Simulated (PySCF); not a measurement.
LDA on Ne²⁺ (neon, charge +2), [He] 2s1 2p4 3d1, one real determinant (an excited configuration). Computed with PySCF 2.14 in dyall-av2z (11s7p2d, 42 functions), with no relativity, point nucleus.

```
cycle= 1 E= -122.855227898501  delta_E= -0.00855  |g|= 0.0252  |ddm|= 0.062
cycle= 2 E= -122.855251915855  delta_E= -2.4e-05  |g|= 0.00605  |ddm|= 0.00415
cycle= 3 E= -122.855256858693  delta_E= -4.94e-06  |g|= 0.00134  |ddm|= 0.00154
cycle= 4 E= -122.855257148669  delta_E= -2.9e-07  |g|= 1.57e-05  |ddm|= 0.000296
cycle= 5 E= -122.855257148715  delta_E= -4.65e-11  |g|= 7.18e-07  |ddm|= 4.47e-06
converged SCF energy = -122.855257148715  <S^2> = 6.0007104  2S+1 = 5.0002842
```

Highest occupied orbital energy: 3.689 eV; ⟨L²⟩ = 8.00; populations by l: s 3.00, p 4.00, d 1.00.

(1) Can this result be used?

## Answers

(1) Not for this state. Self-consistency was reached. ⟨L²⟩ = 8.00 against 12 for a pure F term, so this real determinant mixes terms. The outer electron is Rydberg-like, and this basis confines it to a smaller radius and binds it less than a complete one would. At LDA the highest occupied level has a positive energy, so only the finite basis holds that electron; for this excited configuration the basis is too tight for the outer shell.
